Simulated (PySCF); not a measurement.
## Working out the ionisation energy of Co

Co [Ar] 3d7 4s2 (4F) → Co⁺ [Ar] 3d8 (3F). Calculation: PySCF 2.14, in cc-pVTZ; the non-relativistic Hamiltonian (point nucleus). Frozen: [Ar]. Energies in hartree (1 hartree = 27.21139 eV):

```csv
part,Co (lower),Co⁺ (upper)
UHF,-1381.425137,-1381.136659
MP2 opposite-spin,-0.149708,-0.175388
MP2 same-spin,-0.096429,-0.105873
```

What does Hartree-Fock give?

(-1381.136659) − (-1381.425137) = 0.288478 hartree = 7.850 eV.

What do MP2 and SCS-MP2 (6/5 opposite-spin, 1/3 same-spin) give?

The opposite-spin parts differ by -0.699 eV and the same-spin parts by -0.257 eV. MP2: 7.850 + (-0.699) + (-0.257) = 6.894 eV. SCS-MP2: 7.850 + 1.2 × (-0.699) + (-0.257)/3 = 6.926 eV.

Measured between the centres of the two terms (NIST): 7.869 eV, so MP2 (valence) is off by -0.975 eV.

The calculation is non-relativistic.

What remains against the reference includes basis incompleteness, the frozen core and correlation beyond second order.
